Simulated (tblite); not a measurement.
CH13NSi4.
Numbering: `[CH3:1][SiH2:2][N:3]([SiH3:4])[SiH2:5][SiH3:6]` (hydrogens: H7, H8, H9 on C1; H10, H11 on Si2; H12, H13, H14 on Si4; H15, H16 on Si5; H17, H18, H19 on Si6)

The geometry is computed with GFN2-xTB (gas phase).

Question: List the bond lengths, angles and torsions at this level.

Answer: 
```tsv
bond	length (bohr)	order
C1–Si2	3.583	single
Si2–N3	3.299	single
N3–Si4	3.286	single
N3–Si5	3.314	single
Si5–Si6	4.356	single
C1–H7, C1–H8, C1–H9	2.053	single
Si2–H10, Si2–H11	2.771	single
Si4–H12, Si4–H13, Si4–H14	2.766	single
Si5–H15, Si5–H16	2.782	single
Si6–H17, Si6–H18, Si6–H19	2.776	single
```

Bonds in one row agree within 0.02 bohr and their mean is given. Orders are formal, as drawn. A selection of angles:
```tsv
angle	degrees
Si2–C1–H7	110.7
H7–C1–H8	107.7
C1–Si2–N3	110.2
C1–Si2–H10	110.6
C1–Si2–H11	110.2
N3–Si2–H10	107.7
H10–Si2–H11	110.2
Si2–N3–Si4	119.6
Si2–N3–Si5	119.6
Si4–N3–Si5	120.5
N3–Si4–H12	107.4
N3–Si4–H13	108.7
H12–Si4–H13	110.8
H12–Si4–H14	109.7
N3–Si5–Si6	110.7
N3–Si5–H15	105.5
Si6–Si5–H15	114.5
Si6–Si5–H16	113.6
H15–Si5–H16	106.0
Si5–Si6–H17	113.6
Si5–Si6–H18	115.1
Si5–Si6–H19	111.2
H17–Si6–H18	105.2
```

Dihedral angles: C1–Si2–N3–Si4 114° (anticlinal); Si2–N3–Si5–Si6 101° (anticlinal). The mirror-image conformer, all signs reversed, is as good.

Si6 (SiH3 silicon) is distorted tetrahedral (angles from 105.2° to 115.1°). Of the pairs four or more bonds apart, Si5···H9 is among the closest relative to their van der Waals radii: 3.35 Å, 102 % of the sum of Bondi's values. Si5 (SiH2 silicon) is distorted tetrahedral (angles from 105.5° to 114.5°). Si2 (SiH2 silicon) is tetrahedral (angles from 107.7° to 110.6°). Si4 (SiH3 silicon) is tetrahedral (angles from 107.4° to 110.8°). N3 (nitrogen bridging silicon atoms) is planar (angles 120.5°, 119.6° and 119.6°, sum 359.7°, 0.06 Å off the plane of its three neighbours).

Point group: C1 (no symmetry element, even within 0.4 Å). Its lowest GFN2-xTB frequency is 11 cm⁻¹, too small to tell a flat minimum from a shallow saddle. The numbers are those of one conformer.
